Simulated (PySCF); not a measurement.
Isomers of C4H3ClN2, one conformer each; single-point electronic energies without zero-point terms and without any empirical dispersion term.

Computed with PySCF at wB97X-D/pcSseg-2, non-relativistic, each on one gas-phase PBE0-D3(BJ)/def2-TZVP geometry that isn't relaxed in the solvent. The solvent is an IEF-PCM continuum (cavity from Bondi-type radii × 1.2). Specific hydrogen bonds and non-electrostatic terms are outside this model.

```tsv
isomer	relative energy, gas (kJ/mol)	dipole (D)
`Clc1ncccn1` (2-chloropyrimidine)	0.0	3.89
`Clc1cnccn1` (chloropyrazine)	19.2	1.51
```

Task: How do the relative energies look in chloroform (ε = 4.711)?

Result: 
```
                           isomer  relative energy, solvent (kJ/mol)  E(solvent) − E(gas) (kJ/mol)  dipole in solvent (D)
`Clc1ncccn1` (2-chloropyrimidine)                                0.0                         -18.8                   4.93
    `Clc1cnccn1` (chloropyrazine)                               23.1                         -14.9                   1.90
```

The order is unchanged. `Clc1ncccn1` (2-chloropyrimidine) gains most from the continuum, and it has the largest gas-phase dipole. The gains span 3.9 kJ/mol, the gas-phase energies 19.2 kJ/mol.
